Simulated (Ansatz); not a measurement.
`BCBO` + `[NH2][GeH3]` → `BC[NH][GeH3]` + `BO` at 500 K and 1 bar (substitution at a C–B bond).

Gas-phase electronic energies from Ansatz, PBE0-D4/def2-TZVP geometries. CCSD(T)/CBS adds triple-zeta CCSD(T) − MP2 to the extrapolated MP2 energy (def2 sets, frozen cores). This one scheme is used for every species. For Ge outer-core shells are correlated without core-valence functions, which leaves a few kJ/mol of doubt a bond. Scalar relativity is left out up to krypton. Each species was taken in one conformer, which may not be the lowest.

```
       species  CCSD(T)/CBS energy (Eh)  H − E (kJ/mol)  S (J/(mol·K))
        `BCBO`               -166.46129           237.2          361.3
 `[NH2][GeH3]`              -2133.81884           158.0          315.9
`BC[NH][GeH3]`              -2198.43305           274.0          408.5
          `BO`               -101.80414           113.6          256.0
```

H − E and S are ideal-gas, rigid-rotor, harmonic terms from PBE0-D4/def2-TZVP, for one conformer and one mirror image of each species. 1 Eh = 2625.50 kJ/mol, R = 8.31446 J/(mol·K).

Task: By hand: ΔE, ΔH, ΔS and ΔG.

Result: ΔE = (-2198.43305) + (-101.80414) − (-166.46129) − (-2133.81884) = 0.04294 Eh = 112.7 kJ/mol. Δ(H − E) = 274.0 + 113.6 − 237.2 − 158.0 = -7.6, so ΔH = 105.1 kJ/mol. ΔS = 408.5 + 256.0 − 361.3 − 315.9 = -12.7 J/(mol·K). ΔG = 105.1 − 500 × (-12.7)/1000 = 111.4 kJ/mol.

Task: By hand: the equilibrium constant, and the temperature at which ΔG would vanish if ΔH and ΔS stayed fixed.

Result: log₁₀ K = −ΔG/(RT ln 10) = -11.6. ΔH and −TΔS have one sign here, so there is no such temperature.

The number of gas molecules stays the same, so ΔS is small and ΔH decides. A doubt of 5 kJ/mol in ΔE shifts log₁₀ K by 0.5 here. Other conformers and mirror images would add mixing entropy, several J/(mol·K) or more a flexible species. These are equilibria of isolated gas molecules and say nothing of rates. Largest T1 diagnostic: 0.014 (customary marks: 0.02 for closed shells, 0.045 for open ones).

ΔS is within the doubt of such terms, so its sign, and with it that verdict, could turn.
